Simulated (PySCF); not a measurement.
Constitutional and geometric isomers with formula CH3BSi. Gas-phase values, no solvent. Strings in code marks are SMILES.

All values below come from PBE-D3(BJ)/def2-TZVP // PBE0-D3(BJ)/def2-TZVP run with PySCF 2.14.0. 

```json
[
 {"species": "`B=C=[SiH2]`", "dipole moment (D)": "?", "HOMO–LUMO gap (eV)": "2.16", "LUMO (eV)": "-3.45"},
 {"species": "`[SiH2]1B=C1`", "dipole moment (D)": "1.17", "HOMO–LUMO gap (eV)": "2.63", "LUMO (eV)": "-3.51"},
 {"species": "`B1[SiH]=C1`", "dipole moment (D)": "1.36", "HOMO–LUMO gap (eV)": "3.61", "LUMO (eV)": "?"}
]
```

Question: Fill in the missing entries.

Answer: 
- `B=C=[SiH2]`, dipole moment (D): 1.52
- `B1[SiH]=C1`, LUMO (eV): -2.43
